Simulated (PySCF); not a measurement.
Geometries of 2 isomers of C5H6F2, from PBE0-D3(BJ)/def2-SVP geometry optimisation, gas phase in PySCF. One conformer each, no zero-point energy, no frequencies.

**Question.** Which is lower in electronic energy at this level?
A.
```xyz
13
angstrom
C      2.935   -0.742    0.015
C      1.872   -0.209    0.240
C      0.582    0.433    0.478
F      0.411    0.669    1.829
C     -0.588   -0.402   -0.021
C     -1.906    0.309    0.169
F     -1.910    1.482   -0.550
H      3.883   -1.212   -0.175
H      0.565    1.413   -0.030
H     -0.600   -1.359    0.526
H     -0.434   -0.631   -1.086
H     -2.742   -0.320   -0.181
H     -2.064    0.552    1.232
```
B.
```xyz
13
angstrom
F      2.059    0.504    1.989
C      1.774   -0.172    0.875
C      0.651    0.033    0.200
C     -0.580    0.858    0.470
C     -1.330   -0.149   -0.419
F     -2.211    0.371   -1.320
C      0.012   -0.644   -0.986
H      2.548   -0.894    0.599
H     -0.539    1.840   -0.030
H     -0.906    0.993    1.512
H     -1.847   -0.923    0.171
H      0.226   -0.109   -1.928
H      0.158   -1.723   -1.139
```

**Answer.** B. That is `FC=C1CC(F)C1`, 21.2 kcal/mol below the other.

| SMILES | atoms numbered as above | E (Eh) | relative (kcal/mol) | relative (kJ/mol) | dipole (D) |
| --- | --- | --- | --- | --- | --- |
| FC=C1CC(F)C1 | [F:1][CH:2]=[C:3]1[CH2:4][CH:5]([F:6])[CH2:7]1 | -393.06379 | 0.0 | 0.0 | 1.29 |
| C#C[C@H](F)CCF | [CH:1]#[C:2][C@H:3]([F:4])[CH2:5][CH2:6][F:7] | -393.03006 | 21.2 | 88.6 | 2.00 |

As drawn, the lower has a four-membered ring and a C=C bond outside aromatic rings, which the higher lacks; the higher has a C≡C bond, which the lower lacks.
